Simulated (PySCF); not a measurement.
Cost of excited-state runs on `CN[C@H](C)[C@@H](C)[SiH3]`, C5H15NSi

Cartesian coordinates in Å; atom numbers follow the order of the lines, from 1:
```xyz
22

C    -1.998   -1.385    0.760
N    -0.888   -0.997   -0.084
C    -0.413    0.374    0.072
C    -1.308    1.412   -0.605
C     1.021    0.360   -0.454
C     1.874    1.467    0.148
Si    1.658   -1.399   -0.058
H    -2.225   -2.436    0.583
H    -1.704   -1.267    1.803
H    -2.911   -0.798    0.589
H    -1.124   -1.157   -1.059
H    -0.383    0.575    1.149
H    -1.374    1.213   -1.675
H    -0.900    2.410   -0.466
H    -2.312    1.397   -0.186
H     0.997    0.503   -1.539
H     1.458    2.452   -0.067
H     1.941    1.355    1.229
H     2.882    1.432   -0.258
H     1.239   -2.386   -1.050
H     1.329   -1.781    1.311
H     3.130   -1.325   -0.142
```

PySCF with density fitting, on 1 thread of an Arm Neoverse V2, shared host. Command: `OMP_NUM_THREADS=1 python excited_run.py task.json out`

How long does this run take, and how much memory?
- circular dichroism and optical rotation, CAM-B3LYP/def2-SVPD; 8 states


```tsv
run	level	basis functions	wall time	peak memory (GiB)
circular dichroism and optical rotation	CAM-B3LYP/def2-SVPD	264	2.2 min	1.2
```
Times from a shared host are rough.
